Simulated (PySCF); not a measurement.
Sn(Me)(OH) (CH4OSn), SMILES [CH3][Sn][OH] (connectivity only; charge and spin as stated), neutral, multiplicity 1. Atoms are numbered in the order given.

```xyz
7

Sn     0.3785     0.1110     0.0000
C     -0.7254    -1.7806     0.0000
H     -0.4738    -2.3816    -0.8895
H     -1.8023    -1.5553     0.0000
H     -0.4738    -2.3816     0.8895
O     -1.3311     1.1667     0.0000
H     -1.1736     2.1183     0.0000
```

Geometry optimised at PBE0-D3(BJ)/def2-SVP. The def2 effective core potentials stand for the cores of Sn; spin–orbit coupling is left out. One conformer was computed; it need not be the lowest.

These are CAM-B3LYP/def2-TZVPD run with PySCF values and carry that method's errors.

Mulliken values depend strongly on the basis, most of all with diffuse functions as here. ESP charges are fitted to the potential on shells at 1.4 to 2.0 van der Waals radii. Atomic charges (e):

```tsv
atom	Mulliken	ESP fit
Sn1	0.79	0.19
C2	-1.24	0.19
H3	0.31	-0.05
H4	0.28	-0.03
H5	0.31	-0.05
O6	-0.74	-0.58
H7	0.29	0.34
```
